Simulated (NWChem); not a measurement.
One site exchanged: Br, H, Cl, F

Each species was optimised at B3LYP/6-31G* with NWChem, gas phase unless a solvent is named. Pople sets run with spherical d functions. This build's default masses of Se (78.918 u) and Br (79.917 u) are each other's, which moves their modes by up to 0.6 %. Shieldings are non-relativistic GIAO values without spin-orbit effects.

A: [AlH]([Br])[Br] (AlHBr2)
B: [Br][AlH2] (AlH2Br)
C: [Cl][AlH][Br] (AlHBrCl)
D: [F][AlH][Br] (AlHBrF)

```
quantity                                                  A (Br)  B (H)  C (Cl)  D (F)
--------------------------------------------------------  ------  -----  ------  -----
Pauling electronegativity of the site (pymatgen's table)    2.96   2.20    3.16   3.98
electrons in the molecule                                     84     50      66     58
dipole (D), B3LYP/6-31G*                                    1.09   1.54    1.22   1.21
orbital gap (eV), B3LYP/6-31G*                              6.41   5.96    6.63   7.04
highest harmonic frequency (cm⁻¹), B3LYP/6-31G*             2014   1992    2022   2023
vertical ionisation energy, ΔSCF, PBE0/def2-SVP (eV)       10.74  10.51   11.09  11.32
static polarisability, PBE0/def2-SVPD (bohr³)               69.7   50.8    61.1   46.4
lowest singlet excitation, PBE0/def2-SVPD, TDA (eV)         5.58   5.06    5.78   6.11
Al absolute shielding, PBE/pcSseg-1 (ppm)                  335.9  294.9   351.4  396.2
Al absolute shielding, PBE0/pcSseg-1 (ppm)                 352.7  316.1   367.7  412.1
```

“Dipole (D), B3LYP/6-31G*” runs from 1.09 in A (Br) to 1.54 in B (H). “Orbital gap (eV), B3LYP/6-31G*” runs from 5.96 in B (H) to 7.04 in D (F), rising in step with the site's electronegativity. “Highest harmonic frequency (cm⁻¹), B3LYP/6-31G*” runs from 1992 in B (H) to 2023 in D (F). “Vertical ionisation energy, ΔSCF, PBE0/def2-SVP (eV)” runs from 10.51 in B (H) to 11.32 in D (F), rising in step with the site's electronegativity. “Static polarisability, PBE0/def2-SVPD (bohr³)” runs from 46.4 in D (F) to 69.7 in A (Br), in no step with either the site's electronegativity or the electron count. “Lowest singlet excitation, PBE0/def2-SVPD, TDA (eV)” runs from 5.06 in B (H) to 6.11 in D (F), rising in step with the site's electronegativity. “Al absolute shielding, PBE/pcSseg-1 (ppm)” runs from 294.9 in B (H) to 396.2 in D (F), rising in step with the site's electronegativity. “Al absolute shielding, PBE0/pcSseg-1 (ppm)” runs from 316.1 in B (H) to 412.1 in D (F), rising in step with the site's electronegativity. The order by orbital gap (eV) is the same as the order by lowest singlet excitation. The order by vertical ionisation energy is neither the same as nor the reverse of the order by static polarisability.

These are trends among computed rows of three or four species; they are not measurements.
